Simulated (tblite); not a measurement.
Species: C4HF2N.
Bonds: N1–C2 (triple), C2–C3, C3–F4, C3–C5 (double), C5–C6 (double), C6–F7. Hydrogens: H8 on C6.

A start from a force field or distance geometry was refined with GFN2-xTB geometry optimisation, gas phase (tblite 0.8.0). Values at the start:

```
coordinate    start
     N1≡C2  1.168 Å
     C2–C3  1.411 Å
     C3–F4  1.339 Å
     C3=C5  1.308 Å
     C5=C6  1.297 Å
     C6–F7  1.346 Å
     C6–H8  1.068 Å
  N1–C2–C3   178.1°
  C2–C3–F4   120.4°
  C2–C3–C5   119.8°
  C3–C5–C6   179.4°
  F4–C3–C5   119.7°
  C5–C6–F7   121.4°
```

Q: How do these coordinates change at the GFN2-xTB level?

A: 
| coordinate | GFN2-xTB (Å or °) | change |
| --- | --- | --- |
| N1≡C2 | 1.144 | -0.024 |
| C6–H8 | 1.084 | +0.016 |
| C6–F7 | 1.334 | -0.012 |
| C2–C3 | 1.422 | +0.011 |
| C3–F4 | 1.346 | +0.007 |
| C3=C5 | 1.309 | +0.001 |
| C5=C6 | 1.297 | 0.000 |
| C2–C3–F4 | 115.6 | -4.8 |
| F4–C3–C5 | 122.4 | +2.7 |
| C2–C3–C5 | 122.0 | +2.2 |
| C5–C6–F7 | 123.2 | +1.8 |
| N1–C2–C3 | 179.5 | +1.4 |
| C3–C5–C6 | 179.1 | -0.3 |

The energy falls by 56.8 kcal/mol over 68 L-BFGS steps, the largest force on an atom goes from 1.98 to 0.009 eV/Å, and the atoms move by 0.645 Å rms after alignment. The bond that changes most is N1≡C2 (nitrile nitrogen to nitrile carbon), which shortens by 0.024 Å. Bonds longer at the end by more than 0.005 Å: 3 of 7; shorter: 2. Rotational constants go from 4255, 1656, 1192 to 4950, 1454, 1179 MHz.

Its GFN2-xTB frequencies are all real (lowest 81 cm⁻¹).

These are computed values.
